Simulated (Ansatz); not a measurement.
Relaxation of C₂H₆AlN (10 atoms, charge 0, multiplicity 1), to a largest force component of 0.015 eV/Å in at most 40 steps.

These are results of RKS CAM-B3LYP-D4/def2-SVP (Ansatz), not measurements.

```xyz
10
Properties=species:S:1:pos:R:3
N -1.883 1.070 -1.114
Al -0.714 0.141 -0.025
C 0.560 -1.331 0.215
C 1.133 -0.016 0.857
H -1.401 1.393 -1.998
H -2.171 2.007 -0.612
H 0.349 -2.110 0.975
H 1.222 -1.613 -0.669
H 1.925 0.453 0.380
H 1.062 -0.046 1.994
```

Task: Where does it end, and by what steps?

Result: The forces met the threshold. After 10 steps the energy has fallen by 1.183 eV; H5 moved furthest, 1.05 Å.

| step | energy less start (eV) | largest force component (eV/Å) | accepted |
| --- | --- | --- | --- |
| 0 | 0.0000 | 4.536 | yes |
| 1 | -0.6708 | 1.443 | yes |
| 2 | -0.9449 | 0.950 | yes |
| 3 | -1.0571 | 0.475 | yes |
| 4 | -1.1262 | 0.421 | yes |
| 5 | -1.1494 | 0.706 | yes |
| 6 | -1.1756 | 0.098 | yes |
| 7 | -1.1807 | 0.058 | yes |
| 8 | -1.1822 | 0.092 | yes |
| 9 | -1.1825 | 0.068 | yes |
| 10 | -1.1832 | 0.008 | yes |

```xyz
10
Properties=species:S:1:pos:R:3
N -1.657 1.242 -1.044
Al -0.400 0.302 -0.252
C 0.623 -1.264 0.086
C 1.044 0.018 0.951
H -2.283 0.886 -1.758
H -1.859 2.217 -0.853
H 0.236 -2.100 0.684
H 1.406 -1.631 -0.591
H 2.060 0.383 0.744
H 0.914 -0.105 2.035
```

Whether the end is a true minimum wasn't checked by a vibrational analysis.

Time of the run: 15 s on 2 threads of Intel(R) Xeon(R) 6975P-C (Granite Rapids) (shared host), peak memory 0.22 GiB.
